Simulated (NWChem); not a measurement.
System: AlAsH2F2; SMILES [F][Al]([F])[AsH2]

The following NWChem deck was run.

```
start job
memory heap 200 mb stack 900 mb global 1100 mb
geometry units angstroms noautosym nocenter noautoz
  Al    -0.072557     1.065898     0.031664
  As    -0.173521    -1.329279     0.156895
  H      0.495039    -1.422826    -1.211210
  H     -1.574718    -1.295383    -0.445721
  F     -1.342241     2.016615     0.515815
  F      1.300500     1.854167    -0.461965
end
basis spherical
  Al library pcsseg-1
  As library pcsseg-1
  H library pcsseg-1
  F library pcsseg-1
end
dft
  xc kt2
  iterations 150
end
property
  shielding 4 1 2 3 5
end
task dft property
```

NWChem printed, in part:

```
             Northwest Computational Chemistry Package (NWChem) 7.3.0
             --------------------------------------------------------

                             Geometry "geometry" -> ""
                             -------------------------

 Output coordinates in angstroms (scale by  1.889725989 to convert to a.u.)

  No.       Tag          Charge          X              Y              Z
 ---- ---------------- ---------- -------------- -------------- --------------
    1 Al                  13.0000    -0.07255700     1.06589800     0.03166400
    2 As                  33.0000    -0.17352100    -1.32927900     0.15689500
    3 H                    1.0000     0.49503900    -1.42282600    -1.21121000
    4 H                    1.0000    -1.57471800    -1.29538300    -0.44572100
    5 F                    9.0000    -1.34224100     2.01661500     0.51581500
    6 F                    9.0000     1.30050000     1.85416700    -0.46196500

 Effective nuclear repulsion energy (a.u.)     305.6262374324

                              NWChem Property Module
                              ----------------------

  itol2e modified to match energy
  convergence criterion.

                                 NWChem DFT Module
                                 -----------------

 Summary of "ao basis" -> "ao basis" (spherical)
 ------------------------------------------------------------------------------
       Tag                 Description            Shells   Functions and Types
 ---------------- ------------------------------  ------  ---------------------
 Al                         pcsseg-1                10       24   4s5p1d
 As                         pcsseg-1                15       41   5s7p3d
 H                          pcsseg-1                 3        5   2s1p
 F                          pcsseg-1                 7       17   3s3p1d

  itol2e modified to match energy
  convergence criterion.

            General Information
            -------------------
          SCF calculation type: DFT
          Wavefunction type:  closed shell.
          No. of atoms     :     6
          No. of electrons :    66
           Alpha electrons :    33
            Beta electrons :    33
          Charge           :     0
          Spin multiplicity:     1
          Use of symmetry is: off; symmetry adaption is: off
          Maximum number of iterations: 150
          AO basis - number of functions:   109
                     number of shells:    45
          Convergence on energy requested:  1.00D-07
          Convergence on density requested:  1.00D-05
          Convergence on gradient requested:  5.00D-04

              XC Information
              --------------
                          KT2 Method XC Functional
                        Slater Exchange Functional  1.072 local
                           KT1 gradient correction  1.000 non-local
            Perdew 1991 LDA Correlation Functional  0.577 local

             Grid Information
             ----------------
          Grid used for XC integration:  fine
          Radial quadrature: Mura-Knowles
          Angular quadrature: Lebedev.
          Tag              B.-S. Rad. Rad. Pts. Rad. Cut. Ang. Pts.
          ---              ---------- --------- --------- ---------
          Al                  1.25      123          10.0       770
          As                  1.15      140          10.0       974
          H                   0.35       60          11.0       590
          F                   0.50       70          11.0       590
          Grid pruning is: on
          Number of quadrature shells:   523
          Spatial weights used:  Erf1

      Superposition of Atomic Density Guess
      -------------------------------------

 Sum of atomic energies:       -2675.46029173

      Non-variational initial energy
      ------------------------------

 Total energy =   -2675.927654
 1-e energy   =   -4339.742093
 2-e energy   =    1358.188201
 HOMO         =      -0.316155
 LUMO         =      -0.026729

   convergence    iter        energy       DeltaE   RMS-Dens  Diis-err
 ---------------- ----- ----------------- --------- --------- ---------
 d= 0,ls=0.0,diis     1  -2692.7170034537 -3.00D+03  1.76D-02  3.45D+00
 d= 0,ls=0.0,diis     2  -2692.3638680061  3.53D-01  1.41D-02  5.48D+00
 d= 0,ls=0.0,diis     3  -2692.7712274882 -4.07D-01  3.14D-03  9.77D-01
 d= 0,ls=0.0,diis     4  -2692.8439986601 -7.28D-02  1.04D-03  1.22D-02
 d= 0,ls=0.0,diis     5  -2692.8450120628 -1.01D-03  3.02D-04  2.10D-03
  Resetting Diis
 d= 0,ls=0.0,diis     6  -2692.8451809046 -1.69D-04  9.09D-05  1.21D-04
 d= 0,ls=0.0,diis     7  -2692.8451924412 -1.15D-05  7.38D-05  1.15D-05
 d= 0,ls=0.0,diis     8  -2692.8451896900  2.75D-06  4.10D-05  3.80D-05
 d= 0,ls=0.0,diis     9  -2692.8451940702 -4.38D-06  5.38D-06  1.68D-07
 d= 0,ls=0.0,diis    10  -2692.8451940985 -2.82D-08  1.03D-06  5.79D-08

         Total DFT energy =    -2692.845194098466
      One electron energy =    -4346.134672144081
           Coulomb energy =     1485.273759509010
    Exchange-Corr. energy =     -137.610518895760
 Nuclear repulsion energy =      305.626237432366

 Numeric. integr. density =       65.999999188791

                       DFT Final Molecular Orbital Analysis
                       ------------------------------------

 Vector   31  Occ=2.000000D+00  E=-3.412800D-01
              MO Center= -8.1D-02,  1.4D+00, -4.8D-02, r^2= 3.8D+00
   Bfn.  Coefficient  Atom+Function         Bfn.  Coefficient  Atom+Function
  ----- ------------  ---------------      ----- ------------  ---------------
   100     -0.261312  6 F  py               103     -0.248468  6 F  py
    83      0.237586  5 F  py                86      0.227327  5 F  py
    82      0.211974  5 F  px                85      0.190055  5 F  px
    99      0.174986  6 F  px               102      0.154742  6 F  px
    97     -0.142790  6 F  py                66     -0.139121  3 H  s

 Vector   32  Occ=2.000000D+00  E=-3.092246D-01
              MO Center= -1.7D-01, -6.8D-01,  6.7D-02, r^2= 3.1D+00
   Bfn.  Coefficient  Atom+Function         Bfn.  Coefficient  Atom+Function
  ----- ------------  ---------------      ----- ------------  ---------------
    50      0.282594  2 As pz                47      0.262026  2 As pz
    29      0.235265  2 As s                 66     -0.214003  3 H  s
    71     -0.214049  4 H  s                 49      0.206547  2 As py
    28      0.186827  2 As s                 46      0.182220  2 As py
    27     -0.162310  2 As s                  3      0.157334  1 Al s

 Vector   33  Occ=2.000000D+00  E=-2.629085D-01
              MO Center= -1.6D-01, -1.0D+00,  1.5D-01, r^2= 3.1D+00
   Bfn.  Coefficient  Atom+Function         Bfn.  Coefficient  Atom+Function
  ----- ------------  ---------------      ----- ------------  ---------------
    49      0.384822  2 As py                28     -0.301030  2 As s
    46      0.299717  2 As py                50     -0.249169  2 As pz
    27      0.230406  2 As s                  3      0.211805  1 Al s
    29     -0.198955  2 As s                 47     -0.189182  2 As pz
    15     -0.153134  1 Al py                 2     -0.135586  1 Al s

 Vector   34  Occ=0.000000D+00  E=-7.054453D-02
              MO Center= -2.6D-01,  4.9D-01, -3.8D-01, r^2= 4.8D+00
   Bfn.  Coefficient  Atom+Function         Bfn.  Coefficient  Atom+Function
  ----- ------------  ---------------      ----- ------------  ---------------
     4      0.979174  1 Al s                 49     -0.585456  2 As py
     3      0.375815  1 Al s                 29     -0.345091  2 As s
     2     -0.259157  1 Al s                 46     -0.247433  2 As py
    78     -0.217913  5 F  s                 95     -0.217917  6 F  s
    28     -0.184126  2 As s                 19     -0.153156  1 Al pz

 Vector   35  Occ=0.000000D+00  E=-5.804352D-02
              MO Center=  5.1D-02,  6.9D-01,  4.3D-01, r^2= 4.2D+00
   Bfn.  Coefficient  Atom+Function         Bfn.  Coefficient  Atom+Function
  ----- ------------  ---------------      ----- ------------  ---------------
    29     -0.555476  2 As s                 19      0.512694  1 Al pz
    16      0.454541  1 Al pz                 4      0.365081  1 Al s
    67      0.345610  3 H  s                 72      0.345698  4 H  s
    28     -0.201233  2 As s                 17      0.186693  1 Al px
    14      0.169568  1 Al px                27      0.166477  2 As s

 Vector   36  Occ=0.000000D+00  E=-3.690266D-02
              MO Center= -2.1D-01, -9.5D-01, -1.4D-02, r^2= 3.9D+00
   Bfn.  Coefficient  Atom+Function         Bfn.  Coefficient  Atom+Function
  ----- ------------  ---------------      ----- ------------  ---------------
    48      0.873112  2 As px                67     -0.759913  3 H  s
    72      0.760173  4 H  s                 50     -0.322753  2 As pz
    66     -0.275990  3 H  s                 71      0.276051  4 H  s
    17      0.269815  1 Al px                45      0.217539  2 As px
    14      0.129197  1 Al px                78      0.105796  5 F  s

     Multipole analysis of the density
     ---------------------------------

     L   x y z        total         alpha         beta         nuclear
     -   - - -        -----         -----         ----         -------
     0   0 0 0     -0.000000    -33.000000    -33.000000     66.000000

     1   1 0 0     -0.101734      7.625939      7.625939    -15.353612
     1   0 1 0     -0.761704     -2.373848     -2.373848      3.985991
     1   0 0 1     -0.148614     -4.247659     -4.247659      8.346704

     2   2 0 0    -32.703355    -79.243574    -79.243574    125.783792
     2   1 1 0      0.376815     -9.244319     -9.244319     18.865453
     2   1 0 1      1.909879     23.210153     23.210153    -44.510427
     2   0 2 0    -35.018455   -275.205659   -275.205659    515.392863
     2   0 1 1      0.695180      4.793833      4.793833     -8.892487
     2   0 0 2    -28.529715    -26.417816    -26.417816     24.305918

          -----------------------------------------
          Chemical Shielding Tensors (GIAO, in ppm)
          -----------------------------------------

                                NWChem CPHF Module
                                ------------------

  scftype          =     RHF
  nclosed          =       33
  nopen            =        0
  variables        =     2508
  # of vectors     =        3
  tolerance        = 0.10D-03
  level shift      = 0.00D+00
  max iterations   =       50
  max subspace     =       30

 SCF residual:    3.5660863441766444E-005

Iterative solution of linear equations
  No. of variables     2508
  No. of equations        3
  Maximum subspace       30
        Iterations       50
       Convergence  1.0D-04

   iter   nsub   residual    time
   ----  ------  --------  ---------
     1      3    1.28D-05      71.2

      Atom:    1  Al
        Diamagnetic
    796.5688      0.0906     -1.1848
      0.0906    799.8010     -0.2208
     -1.1848     -0.2208    793.8360

        Paramagnetic
   -394.2746      7.8134     -2.4401
      7.8134   -275.2886      1.4114
     -2.4401      1.4114   -400.6801

        Total Shielding Tensor
    402.2943      7.9040     -3.6249
      7.9040    524.5124      1.1906
     -3.6249      1.1906    393.1559

           isotropic =     439.9875
          anisotropy =     127.5613

          Principal Components and Axis System
                 1           2           3
              525.0284    403.1496    391.7846

      1         0.0641      0.9363      0.3453
      2         0.9979     -0.0576     -0.0290
      3         0.0072     -0.3465      0.9380

      Atom:    2  As
        Diamagnetic
   2881.3602      0.2750     -0.6408
      0.2750   2884.8952      0.1925
     -0.6408      0.1925   2879.8156

        Paramagnetic
   -619.7477     16.6825    -79.1135
     16.6825   -901.0119     96.5989
    -79.1135     96.5989   -821.4081

        Total Shielding Tensor
   2261.6126     16.9575    -79.7543
     16.9575   1983.8833     96.7914
    -79.7543     96.7914   2058.4074

           isotropic =    2101.3011
          anisotropy =     283.1629

          Principal Components and Axis System
                 1           2           3
             2290.0764   2106.6786   1907.1483

      1         0.9363      0.3067     -0.1712
      2        -0.0577      0.6150      0.7864
      3        -0.3464      0.7265     -0.5935

      Atom:    3  H
        Diamagnetic
     23.8903     -1.1658     -9.9269
     -1.1658     22.4094      3.0691
     -9.9269      3.0691     38.5571

        Paramagnetic
      3.7183      0.1251      1.6491
      0.1251      2.0137     -0.0623
      1.6491     -0.0623     -0.9017

        Total Shielding Tensor
     27.6086     -1.0407     -8.2778
     -1.0407     24.4231      3.0068
     -8.2778      3.0068     37.6554

           isotropic =      29.8957
          anisotropy =      19.4273

          Principal Components and Axis System
                 1           2           3
               42.8473     24.1517     22.6881

      1        -0.4794      0.4432      0.7574
      2         0.1677      0.8934     -0.4167
      3         0.8614      0.0728      0.5026

      Atom:    4  F
        Diamagnetic
    477.1136    -12.8608     -6.2514
    -12.8608    471.7014      4.7569
     -6.2514      4.7569    462.9071

        Paramagnetic
   -211.2582   -108.9296     -3.4762
   -108.9296   -161.4964     41.9852
     -3.4762     41.9852   -210.6468

        Total Shielding Tensor
    265.8554   -121.7904     -9.7276
   -121.7904    310.2050     46.7421
     -9.7276     46.7421    252.2603

           isotropic =     276.1069
          anisotropy =     219.4008

          Principal Components and Axis System
                 1           2           3
              422.3741    247.5266    158.4201

      1        -0.6051      0.3481      0.7160
      2         0.7582     -0.0225      0.6516
      3         0.2429      0.9372     -0.2504
```

Level: KT2/pcSseg-1, GIAO. Geometry: optimised at PBE0/def2-SVP. The output numbers the shielded atoms by their place in the input's list. The printed shielding anisotropy is the first printed principal value minus the mean of the other two.
